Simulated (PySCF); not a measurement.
Geometries of 2 isomers of C4H6N2O2Si, from PBE0-D3(BJ)/def2-SVP geometry optimisation, gas phase in PySCF 2.14.0. One conformer each, no zero-point energy, no frequencies.

Question: Which is lower in electronic energy at this level?
A.
```xyz
15
angstrom
O      1.427   -1.554    0.352
C      1.626   -0.398    0.027
O      2.842    0.106   -0.165
C      0.543    0.543   -0.180
C      0.468    1.876   -0.536
N     -0.828    2.272   -0.582
C     -1.529    1.204   -0.262
N     -0.760    0.112   -0.003
Si    -1.319   -1.532    0.485
H      3.471   -0.612    0.005
H      1.296    2.548   -0.757
H     -2.617    1.167   -0.201
H     -0.861   -1.874    1.853
H     -2.799   -1.327    0.501
H     -0.979   -2.547   -0.541
```
B.
```xyz
15
angstrom
Si    -0.073   -0.009   -0.042
N     -0.007   -0.044    1.682
C      0.090   -0.026    2.874
O      0.175   -0.013    4.039
N      1.554    0.086   -0.609
C      2.696    0.121   -0.965
O      3.808    0.158   -1.320
C     -0.986    1.518   -0.578
H     -1.010    1.592   -1.676
H     -0.494    2.420   -0.183
H     -2.022    1.500   -0.208
C     -0.824   -1.596   -0.648
H     -1.853   -1.709   -0.272
H     -0.233   -2.458   -0.303
H     -0.853   -1.615   -1.748
```

Answer: B. That is Si(NCO)2Me2, `C[Si](C)(N=C=O)N=C=O`, 50.8 kcal/mol below the other.

```csv
SMILES,atoms numbered as above,E (Eh),relative (kcal/mol),relative (kJ/mol),dipole (D)
C[Si](C)(N=C=O)N=C=O,–,-704.63636,0.0,0.0,3.36
O=C(O)c1cncn1[SiH3],[O:1]=[C:2]([OH:3])[c:4]1[cH:5][n:6][cH:7][n:8]1[SiH3:9],-704.55534,50.8,212.7,1.84
```
